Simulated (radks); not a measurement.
These are the eigenvalues of the occupied orbitals of an atom or ion with whole-number occupations (eV). Method: scalar-relativistic Kohn-Sham, TASK exchange with Perdew-Wang LDA correlation, spin-polarised, spherical densities, finite nucleus; meta-GGA in the generalised Kohn-Sham scheme; Fermi nuclear charge, rms radius of each element as measured or else 0.836 A^(1/3) + 0.57 fm; computed with a radial shooting solver on a logarithmic mesh with Libxc functionals.

orbital  eigenvalue
1s        -29112.12
2s        -4451.546
2p        -3999.293
3s        -900.2104
3p        -751.6235
3d        -522.2051
4s        -180.7455
4p        -135.3813
4d         -68.5046

Which element is it, and in what charge state? The configuration may be excited. Open shells, if any, are filled with parallel spins first.

Answer. Z = 50, tin, charge +4: Sn4+ in [Kr] 4d10. The list shows which subshells hold electrons but not how many an open one holds; the 1s level, -1069.9 hartree, gives Z - s = 46.3 by -(Z - s)^2/2, which with screening and relativity narrows Z to a few neighbours, and the depths of the outer levels then fix element, charge and occupations together.
